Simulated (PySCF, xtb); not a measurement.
H₅NO₂SSiW, SMILES [NH2][W](=[O])(=[S])[O][SiH3], multiplicity 1. The values are those of a single conformer.

Harmonic wavenumbers (cm⁻¹) from xtb 6.7.1 with GFN2-xTB at its own minimum, in rising order: 69, 90, 112, 126, 140, 163, 184, 210, 286, 390, 473, 489, 507, 539, 553, 585, 731, 777, 796, 846, 889, 1480, 1862, 2129, 2250, 3262, 3276.

Problem. What does B3LYP-D3(BJ)/def2-SVP (PySCF) give at its own minimum? (The exact figures need the calculation; the answer reports its results.)

Solution. 32, 39, 49, 187, 198, 211, 237, 257, 354, 426, 498, 539, 666, 708, 717, 723, 949, 954, 957, 1007, 1039, 1506, 2240, 2246, 2247, 3538, 3635. Paired by order, the mean absolute difference is 121 cm⁻¹ and the zero-point energies are 33.2 and 37.4 kcal/mol.
